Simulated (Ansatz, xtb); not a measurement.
# Redistribution: C2H5Br + C2H3ClF2 → C3H8 + CBrClF2

Species: C2H5Br (bromoethane) `CCBr`, singlet; C2H3ClF2 (1-chloro-1,1-difluoroethane) `CC(F)(F)Cl`, singlet; C3H8 (propane) `CCC`, singlet; CBrClF2 `FC(F)(Cl)Br`, singlet. The partners trade Br for CH3; both sit on C, so the bond types are kept.

Shapes, held fixed at every level: PBE0-D4/def2-TZVP. Programs: Ansatz 0.2.0, xtb 6.7.1. The zero-point and thermal change to 298 K, harmonic and unscaled (PBE0-D4/def2-TZVP), is -1.5 kJ/mol.

```
                level                   kind  ΔH(298 K) (kJ/mol)  less CCSD(T)/def2-TZVPP  CPU time (sum over the molecules)
             GFN0-xTB         semi-empirical               -10.4                    -71.8                             0.12 s
        HF/def2-TZVPP           Hartree–Fock               +77.2                    +15.8                                  –
     SPW92/def2-TZVPP                    LDA               +49.2                    -12.2                               11 s
  B3LYP-D4/def2-TZVPP          global hybrid               +56.6                     -4.8                               37 s
  BHLYP-D4/def2-TZVPP          global hybrid               +64.7                     +3.3                               26 s
r2SCAN0-D4/def2-TZVPP          global hybrid               +60.7                     -0.7                               42 s
         MP2/def2-SVP    perturbation theory               +56.7                     -4.7                                  –
   CCSD(T)/def2-TZVPP  coupled cluster or CI               +61.4                      0.0                            7.3 min
```

The highest level, CCSD(T)/def2-TZVPP, gives ΔH(298 K) = +61.4 kJ/mol; the levels span -10.4 to +77.2. They disagree on the sign: 7 of 8 are positive. GFN0-xTB strays far from the other rows. The column of differences is taken from that level and isn't an error. No measured value is set beside it here. Relativity is left out for Br unless named. Correlated rows may include outer-core shells of Br, which these sets cover unevenly. Times are processor times on shared x86 and Arm servers, and rough.
